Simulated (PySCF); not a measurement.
Spectrum to structure. The calculation used TDDFT B3LYP/def2-SVPD, vertical, gas phase, core orbitals frozen in the response (PySCF). Geometries: PBE0-D3(BJ)/def2-SVP, one conformer each.

| state | E (eV) | f |
| --- | --- | --- |
| S1 | 6.82 | 0.019 |
| S2 | 7.26 | 0.015 |
| S3 | 7.40 | 0.0026 |
| S4 | 7.45 | 0.0004 |
| S5 | 7.75 | 0.027 |
| S6 | 7.80 | 0.028 |

Task: Which structure fits?
A. `C=CS(C)(=O)=O`
B. `CCC(OC)OC`
C. `C=C[Si]([SiH3])(C=C)C=C`

Result: B. Its S1, at 6.82 eV, is the highest among the candidates; the nearest of the others has S1 at 5.61 eV. S1 is HOMO→LUMO (96%). Löwdin shares by element: HOMO oxygen 59%, carbon 16% or more (atoms not listed hold the other 25%); LUMO carbon 28% or more, hydrogen 16% or more (atoms not listed hold the other 56%). At the same level the other candidates give, for their lowest levels:
- `C=CS(C)(=O)=O`: 5.61 eV (f 0.006); 5.94 eV (f 0.007); 6.41 eV (f 0.016); 6.73 eV (f 0.010); 7.32 eV (f 0.138); T1 4.35 eV; HOMO -8.23, LUMO -1.57 eV
- `C=C[Si]([SiH3])(C=C)C=C`: 5.37 eV (f 0.002); 5.80 eV (f 0.064); 5.89 eV (f 0.012); 6.03 eV (f 0.018); 6.07 eV (f 0.175); T1 4.15 eV; HOMO -7.22, LUMO -0.99 eV

Shape of the structure used: `[CH3:1][CH2:2][CH:3]([O:4][CH3:5])[O:6][CH3:7]`: C1–C2–C3–O4 -63°, C2–C3–O4–C5 173°, C2–C3–O6–C7 -88°.
Triplets come from the Tamm–Dancoff approximation.
